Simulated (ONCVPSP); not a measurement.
## Building the ONCV potential for zirconium (PBEsol, scalar-relativistic).

ONCVPSP 4.0.1 input, shortened (lines: element, Z, core and valence counts, functional; n l f; lmax; l rc ep ncon nbas qcut; lloc lpopt rc5 dvloc0; l nproj debl; icmod fcfact rcfact), PBEsol, scalar-relativistic:

```
  Zr 40.00    6    4  -116133      upf
    1    0    2.00
    2    0    2.00
    2    1    6.00
    3    0    2.00
    3    1    6.00
    3    2   10.00
    4    0    2.00
    4    1    6.00
    4    2    2.00
    5    0    2.00
    2
    0    2.20    0.00    5    9    4.50
    1    1.38    0.00    4    8    6.20
    2    3.05    0.00    4    9    5.70
    4    5    1.35    6.00
    0    2    0.70
    1    2    3.60
    2    2    3.30
    2    0.65    0.75
```

- Cutoffs needed: 24 Ha and 97 Ha (the cutoffs (Ha) at which the residual kinetic energy of the hardest occupied pseudo-wave falls to 1 and 0.1 mHa per electron)
- Ghost test: no bound ghost flagged; GHOST(+) flagged for s at 230.5 eV
- Largest excitation error: +18 meV (all-electron minus pseudo) for 4s2 4p6 4d1 5s0, out of 4 test configurations
- rms error of d²Exc/dni dnj: 3.32 mHa without and 1.65 mHa with the model core
